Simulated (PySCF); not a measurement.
C₂H₄ClNSi, SMILES N#CC[SiH2]Cl. Atoms are numbered in the order given.

```xyz
9

N      2.7582    -0.4601    -0.3156
C      1.8929     0.3133    -0.2323
C      0.7835     1.2416    -0.1478
Si    -0.8890     0.4371    -0.5519
Cl    -1.2837    -1.0173     0.8575
H      0.7331     1.6759     0.8660
H      0.9423     2.0786    -0.8520
H     -1.9331     1.4935    -0.4742
H     -0.8398    -0.1805    -1.9014
```

The structure is a stationary point at r2SCAN-D4/def2-SVP. This is a generated structure with no PubChem entry under its InChIKey; it may be hypothetical. Other conformers were not sampled.

These are PBE0/pcSseg-1 run with PySCF values and carry that method's errors.

GIAO shieldings, no solvent; atoms listed in one row are averaged. δ = σ(ref) − σ: ¹⁵N against NH3 (σ = 267.4 ppm); ¹³C against TMS (σ = 186.3 ppm); ²⁹Si against TMS (σ = 352.7 ppm); ³⁵Cl against HCl (σ = 945.9 ppm); ¹H against TMS (σ = 31.56 ppm), references at their B3LYP-D3(BJ)/def2-TZVP geometries, non-relativistic (without spin–orbit terms, shifts of atoms bonded to Cl or Br come out too high).

Problem. Estimate the chemical shifts. (An estimate is asked for; the answer gives what the named calculation found.)

Solution. 
| nucleus | atoms | count | δ (ppm) |
|---|---|---|---|
| ¹⁵N | N1 | 1 | 312.7 |
| ¹³C | C2 | 1 | 122.8 |
| ¹³C | C3 | 1 | 8.1 |
| ²⁹Si | Si4 | 1 | -5.1 |
| ³⁵Cl | Cl5 | 1 | -43.2 |
| ¹H | H9 | 1 | 5.51 |
| ¹H | H8 | 1 | 5.34 |
| ¹H | H6 | 1 | 2.22 |
| ¹H | H7 | 1 | 1.88 |
